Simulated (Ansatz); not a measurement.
Isolated molecules relaxed with PBE0-D4/def2-TZVP in Ansatz; ΔE leaves out vibrations. CBS: MP2 limit from def2 TZ/QZ plus the TZ coupled-cluster correction, frozen cores. This one scheme is used for every species. Each species was taken in one conformer, which may not be the lowest.

Reaction (ligand exchange at the Si–N bond): `N[SiH2]B(O)O` + H–F → `OB(O)[SiH2]F` + NH₃

```
       species  HF/def2-TZVPP energy (Eh)
`N[SiH2]B(O)O`                 -521.52990
           H–F                 -100.06520
`OB(O)[SiH2]F`                 -565.41386
           NH₃                  -56.22104
```

(1) Work out ΔE.

Largest T1 diagnostic among the species: 0.013.

Results:

(1) ΔE = (-565.41386) + (-56.22104) − (-521.52990) − (-100.06520) = -0.03980 Eh = -25.0 kcal/mol. CCSD(T)/CBS gives -19.4 kcal/mol.

The D4 term adds +1.6 kcal/mol with B3LYP and +0.9 kcal/mol with PBE0; it sums over pairs of atoms, weighted by their polarisabilities, and B3LYP, whose exchange is more repulsive, gets the larger term. Leaving LDA and LC-ωPBE aside and taking each functional with its dispersion term where it has one, the values, not all of them listed here, spread over 4.2 kcal/mol, from BHLYP-D4 to revPBE-D4. LDA lies +2.9 kcal/mol from PBE without D4.

B3LYP here is the variant with VWN-RPA as its local correlation; programs differ in this.
